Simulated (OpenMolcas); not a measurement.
## CH4AlClO (SMILES C[O][AlH][Cl]): methods side by side

CH4AlClO has 8 atoms, charge 0, and is taken as a singlet. As SMILES, `C[O][AlH][Cl]`. The shape is that of a PBE0-D4/def2-TZVP optimisation. This is one conformer, not always the lowest.

```xyz
8

C     0.1322    1.2506    0.2630
O     0.6453    0.0520   -0.2460
Al    0.1034   -1.5197   -0.4266
Cl   -1.8290   -2.0078    0.2244
H     0.1184    2.0124   -0.5225
H    -0.8865    1.1362    0.6500
H     0.7702    1.6126    1.0750
H     1.0380   -2.5933   -1.0729
```

Each level gives the dipole moment (D). The values are calculated.

```
                              level           kind     program  value (D)
    HF/6-31G* (spherical functions)   Hartree–Fock  OpenMolcas       1.27
 SVWN5/6-31G* (spherical functions)            LDA  OpenMolcas       1.41
  BLYP/6-31G* (spherical functions)            GGA  OpenMolcas       1.38
revPBE/6-31G* (spherical functions)            GGA  OpenMolcas       1.38
  TPSS/6-31G* (spherical functions)       meta-GGA  OpenMolcas       1.43
r2SCAN/6-31G* (spherical functions)       meta-GGA  OpenMolcas       1.40
 B3LYP/6-31G* (spherical functions)  global hybrid  OpenMolcas       1.33
  PBE0/6-31G* (spherical functions)  global hybrid  OpenMolcas       1.33
```

The values span 1.27 to 1.43 D. Magnitudes only.
